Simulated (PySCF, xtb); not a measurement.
Si(Cl)2 cation (Cl2Si), SMILES Cl[Si]Cl (connectivity only; charge and spin as stated), charge +1, multiplicity 2.

Harmonic wavenumbers (cm⁻¹) from GFN2-xTB in xtb at its own minimum, in rising order: 163, 499, 712.

What does PySCF 2.14.0 with PBE-D3(BJ)/def2-TZVP give at its own minimum? (An estimate is asked for; the answer gives what the named calculation found.)

173, 522, 684. Paired by order, the mean absolute difference is 20 cm⁻¹ and the zero-point energies are 2.0 and 2.0 kcal/mol.
